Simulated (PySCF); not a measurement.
C3H6NO (SMILES CN(C)[C]=O), doublet, geometry from GFN2-xTB; TPSS/3-21G run with PySCF.

Input for PySCF:
```python
from pyscf import gto, scf, dft

mol = gto.Mole()
mol.atom = '''
    C     1.59032029   -0.66595976    0.14431730
    N     0.22700443   -0.20733053    0.01518478
    C    -0.77581277   -1.25726267   -0.14671598
    C    -0.06607100    1.07145081    0.04435012
    O    -1.10281318    1.68342370   -0.04115406
    H     2.25099216    0.19020887    0.25891250
    H     1.69098667   -1.31572877    1.01771692
    H     1.88640267   -1.23077096   -0.74364888
    H    -1.75386421   -0.79016301   -0.23269650
    H    -0.56778087   -1.83686848   -1.04829343
    H    -0.76388112   -1.92212378    0.71923980
'''
mol.basis = '3-21g'
mol.spin = 1
mol.verbose = 3
mol.build()

mf = dft.UKS(mol)
mf.xc = 'tpss'
mf.kernel()
mf.analyze()
```

It wrote (shortened):

```
converged SCF energy = -246.526955392199  <S^2> = 0.75198286  2S+1 = 2.0019819
**** MO energy ****
                             alpha | beta                alpha | beta
MO #1   energy= -18.797286427845   | -18.7890732886162  occ= 1 | 1
MO #2   energy= -14.088576682517   | -14.0866835980479  occ= 1 | 1
MO #3   energy= -10.0103592256463  | -10.0006490698503  occ= 1 | 1
MO #4   energy= -9.98296090956108  | -9.98271888018146  occ= 1 | 1
MO #5   energy= -9.982305297481    | -9.98125367881374  occ= 1 | 1
MO #6   energy= -0.998324684014698 | -0.984364782733187 occ= 1 | 1
MO #7   energy= -0.901790225840274 | -0.896152423383783 occ= 1 | 1
MO #8   energy= -0.688964401579417 | -0.686617064976788 occ= 1 | 1
MO #9   energy= -0.667140952754008 | -0.659774835185083 occ= 1 | 1
MO #10  energy= -0.513368491791034 | -0.508951257204885 occ= 1 | 1
MO #11  energy= -0.45646942107763  | -0.449221216769383 occ= 1 | 1
MO #12  energy= -0.446839963096563 | -0.445085077877062 occ= 1 | 1
MO #13  energy= -0.404983932395069 | -0.395135284641096 occ= 1 | 1
MO #14  energy= -0.378900092492385 | -0.378455234988675 occ= 1 | 1
MO #15  energy= -0.373680611748216 | -0.364064264496215 occ= 1 | 1
MO #16  energy= -0.35991918742763  | -0.356673283868794 occ= 1 | 1
MO #17  energy= -0.345839833975561 | -0.335884876929928 occ= 1 | 1
MO #18  energy= -0.317630843008032 | -0.278970545040496 occ= 1 | 1
MO #19  energy= -0.215837178426812 | -0.213125030187886 occ= 1 | 1
MO #20  energy= -0.134766947609394 | -0.061658580442975 occ= 1 | 0
MO #21  energy= 0.0263611124717564 | 0.0468624373751907 occ= 0 | 0
MO #22  energy= 0.09217716829711   | 0.0938754889606925 occ= 0 | 0
MO #23  energy= 0.129135269232193  | 0.131459463256567  occ= 0 | 0
MO #24  energy= 0.141009928463762  | 0.142685415531017  occ= 0 | 0
MO #25  energy= 0.151935147438698  | 0.156539400289262  occ= 0 | 0
MO #26  energy= 0.157745802094753  | 0.159108209895638  occ= 0 | 0
MO #27  energy= 0.164783270843499  | 0.167670960098577  occ= 0 | 0
MO #28  energy= 0.166849448649812  | 0.168378903592434  occ= 0 | 0

To work with the spin densities directly, `use mulliken_meta_spin()` only printing them here.

 ** Mulliken spin pop alpha/beta on meta-lowdin orthogonal AOs **
 ** Mulliken Spin Density (per atom)  **
spin density of  0 C =      0.00479
spin density of  1 N =      0.02351
spin density of  2 C =      0.05743
spin density of  3 C =      0.60608
spin density of  4 O =      0.30611
spin density of  5 H =      0.00393
spin density of  6 H =     -0.00110
spin density of  7 H =     -0.00110
spin density of  8 H =      0.00297
spin density of  9 H =     -0.00131
spin density of  10 H =     -0.00131
 ** Mulliken pop alpha/beta on meta-lowdin orthogonal AOs **
 ** Mulliken atomic charges   ( Nelec_alpha | Nelec_beta ) **
charge of  0C =     -0.16639  (     3.08559      3.08080 )
charge of  1N =     -0.12166  (     3.57258      3.54907 )
charge of  2C =     -0.18435  (     3.12089      3.06346 )
charge of  3C =      0.13036  (     3.23786      2.63178 )
charge of  4O =     -0.29115  (     4.29863      3.99252 )
charge of  5H =      0.11808  (     0.44292      0.43899 )
charge of  6H =      0.09739  (     0.45076      0.45186 )
charge of  7H =      0.09739  (     0.45076      0.45186 )
charge of  8H =      0.11759  (     0.44269      0.43972 )
charge of  9H =      0.10138  (     0.44866      0.44997 )
charge of  10H =      0.10138  (     0.44866      0.44997 )
Dipole moment(X, Y, Z, Debye):  1.51123, -3.57009, -0.00454
```
